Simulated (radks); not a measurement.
Question: Ir17+, 60 electrons, occupied as [Kr] 4d10 4f12 5s2. Method: Dirac Kohn-Sham, exchange-only PBE, spin-unpolarised, spherical densities, finite nucleus; open shells fill j = l - 1/2 first; Fermi nuclear charge, rms radius 5.4032 fm; computed with a radial shooting solver on a logarithmic mesh with Libxc functionals.

Spin-orbit splittings of the eigenvalues, e(l+1/2) - e(l-1/2), with zeta = 2 splitting/(2l+1) and mean radii in bohr:

| shell | occ. | splitting (eV) | zeta (eV) | <r> j=l-1/2 | <r> j=l+1/2 |
|---|---|---|---|---|---|
| 2p | 6 | 1628 | 1085 | 0.06016 | 0.06847 |
| 3p | 6 | 356.9 | 237.9 | 0.1800 | 0.1952 |
| 3d | 10 | 77.19 | 30.88 | 0.1703 | 0.1750 |
| 4p | 6 | ? | ? | 0.4225 | 0.4544 |
| 4d | 10 | 16.40 | 6.561 | 0.4614 | 0.4715 |
| 4f | 12 | 3.591 | 1.026 | 0.4856 | 0.4907 |

Estimate the 4p splitting.

Answer: 86.43 eV (zeta = 57.62 eV).
